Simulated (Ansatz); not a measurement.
Ga12As11H32⁻, a nanocrystal cut from zinc blende GaAs (hydrogen-capped), relaxed as a singlet with RKS PBE-D4/def2-SVP in Ansatz, starting from a model built from a lattice or polyhedron. Force threshold 0.03 eV/Å.

Single mean-field runs in def2-SVP are fitted with def2-universal-jkfit.

Start:

Cartesian coordinates in Å:
```
As 4.301 1.702 -1.623
As 2.135 -2.341 3.545
As -1.195 -0.140 3.867
As 0.984 3.900 -1.294
As -1.758 2.995 1.454
As 1.541 0.787 1.133
As 2.092 -1.583 -2.036
As -0.667 -2.517 0.682
As -1.198 0.625 -1.694
As -3.985 -0.305 1.017
As -3.495 -2.675 -2.137
Ga 3.190 -0.520 2.363
Ga 2.663 2.614 -0.027
Ga 3.181 0.257 -3.205
Ga -0.099 1.696 2.706
Ga 0.991 -3.789 1.944
Ga -2.332 -1.598 2.247
Ga -0.653 4.832 0.257
Ga -0.144 2.434 -2.893
Ga -2.889 1.532 -0.145
Ga 0.426 -0.657 -0.484
Ga -1.780 -3.952 -0.914
Ga -2.367 -0.813 -3.346
H 4.987 2.852 -2.363
H 5.354 0.905 -0.850
H 3.133 -3.123 4.338
H 1.093 -1.785 4.532
H -2.235 0.443 4.871
H -0.182 -0.931 4.638
H 1.674 5.042 -2.036
H -2.806 3.553 2.415
H 3.114 -2.350 -1.280
H 1.382 -2.468 -3.041
H -5.020 0.248 1.996
H -4.683 -1.225 0.004
H -4.498 -2.086 -1.169
H -4.187 -3.572 -3.154
H 3.925 0.397 3.392
H 4.255 -1.070 1.395
H 3.356 3.522 0.979
H 4.194 -0.296 -4.179
H 2.123 1.080 -4.042
H 0.622 2.630 3.702
H 0.308 -4.958 2.694
H 2.038 -4.366 0.959
H -3.010 -2.733 3.014
H 0.039 5.751 1.302
H -1.735 5.629 -0.515
H -1.192 3.265 -3.682
H 0.896 1.894 -3.890
H -3.953 2.354 -0.935
H -0.738 -4.558 -1.890
H -2.479 -5.082 -0.165
H -1.320 -1.407 -4.332
H -3.397 -0.034 -4.124
```

```json
{"step": "1", "energy (eV)": "-1297971.5113", "largest force component (eV/Å)": "1.301", "SCF passes": "21"}
{"step": "2", "energy (eV)": "-1297973.7535", "largest force component (eV/Å)": "0.520", "SCF passes": "25"}
{"step": "3", "energy (eV)": "-1297974.3827", "largest force component (eV/Å)": "0.146", "SCF passes": "20"}
{"step": "4", "energy (eV)": "-1297974.5663", "largest force component (eV/Å)": "0.124", "SCF passes": "20"}
{"step": "5", "energy (eV)": "-1297974.6547", "largest force component (eV/Å)": "0.121", "SCF passes": "20"}
{"step": "6", "energy (eV)": "-1297974.7104", "largest force component (eV/Å)": "0.067", "SCF passes": "20"}
{"step": "7", "energy (eV)": "-1297974.7177", "largest force component (eV/Å)": "0.207", "SCF passes": "21"}
{"step": "8", "energy (eV)": "-1297974.7415", "largest force component (eV/Å)": "0.076", "SCF passes": "20"}
{"step": "9", "energy (eV)": "-1297974.7543", "largest force component (eV/Å)": "0.035", "SCF passes": "19"}
{"step": "10", "energy (eV)": "-1297974.7679", "largest force component (eV/Å)": "0.117", "SCF passes": "20"}
{"step": "11", "energy (eV)": "-1297974.7723", "largest force component (eV/Å)": "0.177", "SCF passes": "20"}
{"step": "12", "energy (eV)": "-1297974.7779", "largest force component (eV/Å)": "0.159", "SCF passes": "21"}
{"step": "13", "energy (eV)": "-1297974.7871", "largest force component (eV/Å)": "0.130", "SCF passes": "19"}
{"step": "14", "energy (eV)": "-1297974.7890", "largest force component (eV/Å)": "0.277", "SCF passes": "20"}
{"step": "15", "energy (eV)": "-1297974.7927", "largest force component (eV/Å)": "0.299", "SCF passes": "19"}
{"step": "16", "energy (eV)": "-1297974.7972", "largest force component (eV/Å)": "0.187", "SCF passes": "21"}
{"step": "17", "energy (eV)": "-1297974.8016", "largest force component (eV/Å)": "0.027", "SCF passes": "21"}
{"step": "18", "energy (eV)": "-1297974.8051", "largest force component (eV/Å)": "0.028", "SCF passes": "19"}
{"step": "19", "energy (eV)": "-1297974.8058", "largest force component (eV/Å)": "0.144", "SCF passes": "20"}
{"step": "20", "energy (eV)": "-1297974.8081", "largest force component (eV/Å)": "0.050", "SCF passes": "21"}
{"step": "21", "energy (eV)": "-1297974.8092", "largest force component (eV/Å)": "0.023", "SCF passes": "21"}
{"step": "22", "energy (eV)": "-1297974.8107", "largest force component (eV/Å)": "0.080", "SCF passes": "20"}
{"step": "23 (rejected)", "energy (eV)": "-1297974.8093", "largest force component (eV/Å)": "0.135", "SCF passes": "20"}
{"step": "24", "energy (eV)": "-1297974.8123", "largest force component (eV/Å)": "0.048", "SCF passes": "20"}
{"step": "25", "energy (eV)": "-1297974.8124", "largest force component (eV/Å)": "0.104", "SCF passes": "20"}
{"step": "26", "energy (eV)": "-1297974.8137", "largest force component (eV/Å)": "0.070", "SCF passes": "22"}
{"step": "27", "energy (eV)": "-1297974.8142", "largest force component (eV/Å)": "0.044", "SCF passes": "15"}
{"step": "28", "energy (eV)": "-1297974.8149", "largest force component (eV/Å)": "0.009", "SCF passes": "21"}
```

Force components are those of the run's own axes.

End:

```xyz
55

As    3.8877    1.7822   -1.7475
As    2.4458   -2.3288    3.0311
As   -1.2939   -0.1709    3.7681
As    0.6856    4.0043   -1.1359
As   -1.7447    3.0073    1.5236
As    1.4836    0.8634    1.1857
As    1.8534   -1.5206   -1.9269
As   -0.7575   -2.5334    0.7318
As   -1.3702    0.7614   -1.7263
As   -3.9069   -0.1915    1.1158
As   -3.1818   -2.6505   -2.3155
Ga    3.5198   -0.3383    1.9366
Ga    2.4640    2.8349    0.0681
Ga    3.8567   -0.4210   -2.9703
Ga   -0.0289    1.8146    2.8491
Ga    0.8801   -3.9722    1.9342
Ga   -2.4622   -1.8554    2.3160
Ga   -0.8594    5.1258    0.4811
Ga   -0.0140    2.4556   -2.9680
Ga   -2.9945    1.7639   -0.2145
Ga    0.1781   -0.5316   -0.3589
Ga   -1.7362   -4.1441   -0.8983
Ga   -2.4141   -0.5804   -3.5363
H     4.0257    2.8506   -2.8306
H     5.3198    1.9028   -1.2201
H     3.5253   -3.1553    3.7366
H     1.7948   -1.8100    4.3134
H    -2.2703    0.3281    4.8368
H    -0.3907   -0.9576    4.7169
H     1.4566    5.1513   -1.7986
H    -2.8042    3.4465    2.5406
H     2.3078   -2.8104   -1.2518
H     1.0195   -2.1591   -3.0320
H    -4.9263    0.3367    2.1289
H    -4.9028   -0.9950    0.2804
H    -4.4451   -2.3184   -1.5206
H    -3.8847   -3.5538   -3.3334
H     4.3277    0.4760    3.0275
H     4.2097   -0.8975    0.6166
H     3.4405    3.6529    1.0105
H     5.1328   -1.2260   -2.4952
H     3.5044   -0.1235   -4.4799
H     0.5620    2.6398    4.0618
H     0.1438   -4.7697    3.0914
H     1.8034   -4.6944    0.8651
H    -3.3078   -2.8874    3.1626
H    -0.0075    5.9043    1.5695
H    -2.0656    5.8059   -0.2919
H    -0.9231    3.1951   -4.0336
H     1.3145    1.6887   -3.4117
H    -4.2252    2.5676   -0.7974
H    -0.5869   -4.6132   -1.8853
H    -2.6727   -5.1739   -0.1374
H    -1.2643   -1.1279   -4.4840
H    -3.7022    0.1518   -4.0980
```

By distances, no bond broke or formed. The bond that changes most is As1–Ga14, from 2.42 to 2.52 Å (atoms count from 1).

The force fell under the threshold at step 17, but the optimiser went on and released 0.013 eV more. No frequencies were taken in this run, so the end may be a saddle point.

It took 2.3 min on 11 threads of AMD EPYC 7R13 on a shared host and a whole NVIDIA H100 80GB HBM3, peak host memory 1.8 GiB.
